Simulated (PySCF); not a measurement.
# A survey of ¹⁹F NMR shifts

PySCF 2.14 calculation with shieldings: GIAO PBE0/pcSseg-1 and GFN2-xTB geometry; one computed conformer, no solvent, no relativistic terms, averaged over atoms made equivalent by symmetry, fast rotation or ring inversion.

Shieldings were converted by a linear fit to measured shifts: ¹⁹F (scatter 6.0 ppm rms, 7.0 ppm with the 5 outliers that the fit left out vs CFCl3, solution or neat liquid, with a term for F on sp3 carbon). A few per cent of atoms miss by over 2 rms, more outside the fitted compound classes.

(1) Give the ¹⁹F shifts of `FC(F)=C(F)Cl`, `C=C(C)PC(F)=C(F)F`, `FC1=CCC=C[C@@H]1F`.

(2) Order these by ¹⁹F shift, lowest first.
A. C[SiH](C)/C=C\C(=O)C(F)F
B. C=C[C@@H]([C@H](C)O[SiH3])C(F)(F)F
C. CC(C)=C1C(F)=C1F

## Answers

(1) 
| compound | environment | δ (ppm) |
| --- | --- | --- |
| [F:1][C:2]([F:3])=[C:4]([F:5])[Cl:6] | F1: vinylic fluorine | -101.4 |
| [F:1][C:2]([F:3])=[C:4]([F:5])[Cl:6] | F3: vinylic fluorine | -116.3 |
| [F:1][C:2]([F:3])=[C:4]([F:5])[Cl:6] | F5: vinylic fluorine | -144.8 |
| [CH2:1]=[C:2]([CH3:3])[PH:4][C:5]([F:6])=[C:7]([F:8])[F:9] | F8: vinylic fluorine | -94.7 |
| [CH2:1]=[C:2]([CH3:3])[PH:4][C:5]([F:6])=[C:7]([F:8])[F:9] | F9: vinylic fluorine | -112.5 |
| [CH2:1]=[C:2]([CH3:3])[PH:4][C:5]([F:6])=[C:7]([F:8])[F:9] | F6: vinylic fluorine | -186.8 |
| [F:1][C:2]1=[CH:3][CH2:4][CH:5]=[CH:6][C@@H:7]1[F:8] | F1: vinylic fluorine | -108.6 |
| [F:1][C:2]1=[CH:3][CH2:4][CH:5]=[CH:6][C@@H:7]1[F:8] | F8: fluorine on an sp3 carbon | -159.0 |

(2) C (-130.0 ppm, vinylic fluorine), A (-120.3 ppm, fluorine of a CF2 group), B (-63.6 ppm, fluorine of a CF3 group).
